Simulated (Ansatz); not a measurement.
Two structures of Si2PH9O, closed shell, reached by relaxing down either side of one saddle point (PBE0-D4/def2-TZVP). Energies are electronic, without zero-point energy. Computed with Ansatz 0.2.0 (basis: def2-TZVPP and def2-QZVPP); correlated methods freeze the cores. Extrapolation: Hartree–Fock as exp(−7.88 √X), correlation as X^−2.97. First:

```json
{"atom": "Si1", "x (Å)": "-0.3554", "y (Å)": "-0.0815", "z (Å)": "0.0886"}
{"atom": "H2", "x (Å)": "0.5379", "y (Å)": "-0.8821", "z (Å)": "-0.7879"}
{"atom": "O3", "x (Å)": "-0.6382", "y (Å)": "-0.9181", "z (Å)": "1.4732"}
{"atom": "Si4", "x (Å)": "0.0198", "y (Å)": "-1.6226", "z (Å)": "2.7885"}
{"atom": "H5", "x (Å)": "-1.6672", "y (Å)": "0.1411", "z (Å)": "-0.5619"}
{"atom": "H6", "x (Å)": "0.2909", "y (Å)": "1.2125", "z (Å)": "0.4273"}
{"atom": "H7", "x (Å)": "1.4947", "y (Å)": "2.0130", "z (Å)": "-3.1544"}
{"atom": "P8", "x (Å)": "0.1827", "y (Å)": "1.6334", "z (Å)": "-2.7724"}
{"atom": "H9", "x (Å)": "0.7563", "y (Å)": "-0.6186", "z (Å)": "3.6026"}
{"atom": "H10", "x (Å)": "-1.0719", "y (Å)": "-2.2106", "z (Å)": "3.6029"}
{"atom": "H11", "x (Å)": "0.9663", "y (Å)": "-2.6967", "z (Å)": "2.3841"}
{"atom": "H12", "x (Å)": "-0.3699", "y (Å)": "2.9123", "z (Å)": "-3.0384"}
{"atom": "H13", "x (Å)": "-0.1459", "y (Å)": "1.1176", "z (Å)": "-4.0519"}
```

Second:

```csv
atom,x (Å),y (Å),z (Å)
Si1,-1.0166,1.2222,-0.1185
H2,2.4194,0.9769,0.4151
O3,-0.6917,0.0058,0.9222
Si4,0.0126,-1.4373,1.2221
H5,-2.4445,1.5968,0.0392
H6,-0.1595,2.3885,0.2178
H7,2.6546,0.4867,-0.0965
P8,-0.6813,0.7375,-2.2869
H9,1.0767,-1.2619,2.2414
H10,-1.0147,-2.3776,1.7349
H11,0.6099,-1.9917,-0.0217
H12,-1.3620,-0.5075,-2.2089
H13,0.5973,0.1615,-2.0600
```

Which bonds change from the first to the second?

Si₂H₆O ([SiH3][O][SiH3]) + PH₃ → Si₂PH₇O ([SiH3][O][SiH2][PH2]) + H₂; bonds formed: Si1–P8, H2–H7; bonds broken: Si1–H2, H7–P8.

Give the saddle point's structure and its height above each. (Judge from chemistry; the value comes from the calculation.)

The calculation gives: 2.584 eV above the first and 2.580 eV above the second (CCSD(T) at an estimated basis limit (MP2 extrapolated from triple and quadruple zeta, plus CCSD(T) − MP2 in triple zeta)).
```xyz
13
angstrom
Si -0.7792 0.8600 0.0983
H 1.0173 0.3927 -0.1648
O -0.9219 -0.4544 1.0838
Si 0.1965 -1.4959 1.6945
H -2.2200 1.0977 -0.2041
H -0.2368 2.1114 0.6881
H 1.3911 0.9727 -1.1857
P 0.1216 0.9881 -2.0329
H 1.2498 -0.7817 2.4620
H -0.5301 -2.4184 2.6012
H 0.8381 -2.2824 0.6082
H -0.4145 1.3874 -3.3182
H 0.2882 -0.3773 -2.3302
```

No T1 diagnostic of these runs exceeds 0.015.

Labels in which every atom is bracketed show which atoms are joined, not bond orders.

For scale, one of the runs: CCSD(T)/def2-TZVPP, 283 basis functions, launched by `ansatz run in.yaml --threads 8 --pin off --events-out ev --progress --plain --max-ram 19148MiB`. Time: 86 s of wall clock on 8 CPU threads of an Arm Neoverse V2; the host was shared. Peak host memory: 7.6 GiB.
